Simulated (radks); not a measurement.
Task: The mean radii <r> (bohr) of the occupied orbitals of an atom or ion are listed with their occupations. All-electron calculation, scalar-relativistic Kohn-Sham, r2SCAN, spin-polarised, spherical densities, finite nucleus; meta-GGA in the generalised Kohn-Sham scheme; Fermi nuclear charge, rms radius of each element as measured or else 0.836 A^(1/3) + 0.57 fm. Program: a radial shooting solver on a logarithmic mesh with Libxc functionals.

| orbital | occ. | <r> |
|---|---|---|
| 1s up | 1 | 0.02001 |
| 1s down | 1 | 0.02001 |
| 2s up | 1 | 0.08486 |
| 2s down | 1 | 0.08486 |
| 2p up | 3 | 0.07542 |
| 2p down | 3 | 0.07542 |
| 3s up | 1 | 0.2207 |
| 3s down | 1 | 0.2206 |
| 3p up | 3 | 0.2202 |
| 3p down | 3 | 0.2200 |
| 3d up | 5 | 0.2000 |
| 3d down | 5 | 0.1998 |
| 4s up | 1 | 0.4971 |
| 4s down | 1 | 0.4971 |
| 4p up | 3 | 0.5268 |
| 4p down | 3 | 0.5267 |
| 4d up | 5 | 0.5677 |
| 4d down | 5 | 0.5675 |
| 5s up | 1 | 1.165 |
| 5p up | 3 | 1.328 |
| 5p down | 3 | 1.345 |
| 4f up | 7 | 0.6980 |
| 4f down | 4 | 0.7041 |
| 6s up | 1 | 2.623 |

Name the element and its charge. Open shells, if any, are filled with parallel spins first.

Result: Z = 69, thulium, charge +4: Tm4+ in [Kr] 4d10 4f11 5s1 5p6 6s1. The 1s radius gives Z: for a bare nucleus <r> = (2 gamma + 1)/(2Z) with gamma = sqrt(1 - (Z/c)^2), 0.01977 bohr for Z = 69, and screening makes it slightly larger (0.02001 here). The occupations add up to 65, and the charge is Z minus that.
